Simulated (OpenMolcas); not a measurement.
## How basis sets differ on CH5GaO (SMILES C[O][GaH2])

CH5GaO has 8 atoms, charge 0, and is taken as a singlet. SMILES: `C[O][GaH2]`. The shape is that of a PBE0-D4/def2-TZVP optimisation.

Each level gives the HOMO–LUMO gap (eV). The values are calculated.

```csv
level,kind,program,value (eV)
HF/ANO-RCC-MB (DKH2),Hartree–Fock,OpenMolcas,13.23
HF/STO-3G,Hartree–Fock,OpenMolcas,12.65
HF/3-21G,Hartree–Fock,OpenMolcas,12.71
HF/cc-pVDZ,Hartree–Fock,OpenMolcas,13.06
```

All-electron rows without a relativistic Hamiltonian named are non-relativistic. The values span 12.65 to 13.23 eV. A Hartree–Fock LUMO above zero doesn't converge with the basis: it sinks as sets grow more diffuse. Orbital gaps aren't excitation energies.
